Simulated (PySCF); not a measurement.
A structure optimised at B3LYP-D3(BJ)/def2-SVP, used in a PySCF frequency run:

```xyz
10

N     -0.3324     2.8635     0.0000
C      0.1975     1.8321     0.0000
C      0.8015     0.5104     0.0000
Si    -0.5042    -0.8686     0.0000
O      0.4073    -2.2639     0.0000
H      1.4442     0.3878    -0.8877
H      1.4442     0.3878     0.8877
H     -1.3546    -0.7445     1.2169
H     -1.3546    -0.7445    -1.2169
H     -0.0465    -3.1143     0.0000
```
Charge 0, spin multiplicity 1.

### Question
Write its SMILES, formula and point group.

### Answer
N#CC[SiH2]O, C₂H₅NOSi, Cs

### Question
What are its rotational constants (standard atomic weights)?

### Answer
15.810, 1.8236, 1.6848 GHz
